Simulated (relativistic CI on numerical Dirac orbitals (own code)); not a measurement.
**d1 to d9 in one octahedral field**

Computed with a parametric ligand-field model without spin-orbit coupling, by exact diagonalisation: B = 380, C = 1540, 10Dq = 34000 cm⁻¹ (Oh; |10Dq|/B = 89.5) for every shell. Energies in cm⁻¹; the field energy is (0.6 n_e − 0.4 n_t2) × 10Dq of the ground term; g labels are left out. So small a B with so large a field is typical of 4d and 5d ions, where spin-orbit coupling, left out here, reaches 1,000 to 4,000 cm⁻¹.

```
Shell  Ground term  Electrons in e  Field energy  First spin-allowed bands  Lowest term of other spin
   d1          2T2           0.000        -13600                  2E 34000                           
   d2          3T1           0.004        -27075      3T2 32998, 3T1 37697                   1T2 5447
   d3          4A2           0.000        -40800      4T2 34000, 4T1 38391                    2E 7754
   d4          3T1           0.006        -54197       3E 32379, 3T1 32754                   1T2 4898
   d5          2T2           0.012        -67593      2A2 31734, 2T1 31872                  4T1 26337
   d6            ?               ?             ?                         ?                          ?
   d7           2E           1.006        -61007      2T1 32664, 2T2 33076                  4T1 26405
   d8          3A2           2.000        -40800      3T2 34000, 3T1 38391                    1E 6095
   d9           2E           3.000        -20400                 2T2 34000
```

(1) Fill in the row of d6.

Answers

(1) Ground term: 1A1; Electrons in e: 0.009; Field energy: -81283; First spin-allowed bands: 1T1 32738, 1T2 38446; Lowest term of other spin: 3T1 29538. Low spin: d4, d5, d6, d7; the other shells keep the spin of the free ion. Only d4 to d7 can choose; the field needed to pair spins is smallest for d6 and largest for d5, which loses most exchange energy. In the strong-field picture 10Dq must exceed about 6B + 5C = 9980 (d4), 7.5B + 5C = 10550 (d5), 2.5B + 4C = 7110 (d6) and 4B + 4C = 7680 (d7); mixing of terms shifts these bounds somewhat.
